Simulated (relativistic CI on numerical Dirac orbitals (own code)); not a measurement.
## Sensitivity of the levels of La11+ to α and to the nuclear radius

These numbers are calculated, not measured: Dirac-Coulomb-Breit CI, separate exchange-only KLI orbitals for each configuration, derivatives by finite differences, unscaled Slater integrals, QED left out (own radial code, finite nucleus).

Configurations in the expansion (outside the closed core [Ar] 3d10 4s2): 4p⁶4d¹⁰, 4p⁶4d⁹4f, 4p⁶4d⁹5s, 4p⁶4d⁹5p, 4p⁵4d¹⁰4f. Double excitations out of closed p, d and f shells are left out; levels of such configurations are missing from the list, as are those of other unlisted configurations, and high levels can miss mixing partners.

With x = (α/α₀)² − 1 an excitation energy changes as ω = ω₀ + qx; K = 2q/ω₀ is the relative enhancement. Terms are leading LS components, so labels can repeat. The field-shift factor is F = δν/δ⟨r²⟩ for the transition from the lowest level.

Lowest level 4p⁶4d¹⁰ ¹S0.

```csv
Level,ω₀ (cm⁻¹),q (cm⁻¹),K,F (GHz/fm²)
4p⁶4d⁹5s ³D3,710592,-82570,-0.232,69.5
4p⁶4d⁹5s ³D2,715074,-81200,-0.227,68.9
4p⁶4d⁹5s ³D1,735189,-58210,-0.158,69.9
4p⁶4d⁹5s ¹D2,739336,-58310,-0.158,69.1
4p⁶4d⁹4f ³P°0,808505,-8848,-0.0219,5.67
4p⁶4d⁹4f ³P°1,812649,-5821,-0.0143,5.73
4p⁶4d⁹4f ³P°2,821060,-196.8,-0.000479,5.86
4p⁶4d⁹4f ³H°6,834084,-7373,-0.0177,5.86
4p⁶4d⁹4f ³H°5,838043,-6995,-0.0167,5.83
4p⁶4d⁹4f ³F°2,849078,-9210,-0.0217,5.89
4p⁶4d⁹4f ³H°4,849570,2666,0.00628,5.98
4p⁶4d⁹4f ³F°3,849956,-9177,-0.0216,5.92
4p⁶4d⁹4f ³F°4,853568,-6652,-0.0156,5.96
```

At this charge energies of transitions that change n are usually good to better than 1 %, and those within a shell (Δn = 0) to a few per cent. Levels and lines within the n = 5 or 6 shells can be off by up to 10 % or somewhat more, and those that change n by about 2 %, since core polarisation is missing.
